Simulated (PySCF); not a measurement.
**Diatomics of S with group 15**

PBE0 with triple-zeta basis sets in PySCF, for the lowest determinant that a PBE0 search found; no spin–orbit coupling. De refers to high-spin ground-configuration atoms. A positive dipole means M(−)S(+).

| M | basis | state (unpaired electrons) | Re (Å) | ωe (cm⁻¹) | De (eV) | μ (D) |
| --- | --- | --- | --- | --- | --- | --- |
| N | x2c-TZVPPall | doublet (π ↑) | 1.485 | 1290 | 4.85 | 1.85 |
| P | def2-TZVPP | doublet (π ↑) | 1.892 | 776 | 4.50 | -0.66 |
| As | def2-TZVPP | doublet (π ↑) | 2.011 | 602 | 3.96 | -1.30 |
| Sb | x2c-TZVPPall | doublet (π ↑) | 2.204 | 514 | 3.53 | -2.39 |
| Bi | def2-TZVPP | doublet (π ↑) | 2.289 | 459 | 3.20 | -3.18 |

The shortest bond is that of SN (1.485 Å), the longest that of BiS (2.289 Å).

The rows differ in basis set, which adds steps of its own.

Relativity is treated differently too: N spin-free X2C; P no relativity; As no relativity; Sb spin-free X2C; Bi scalar-relativistic core potentials.

Down a group bonds as a rule get longer and wavenumbers fall, partly through the reduced mass; this series shows no clear exception.

Spin–orbit coupling is left out, which matters for elements this heavy, above all for dissociation energies. States were picked by a PBE0 search and need not be the measured ground states.
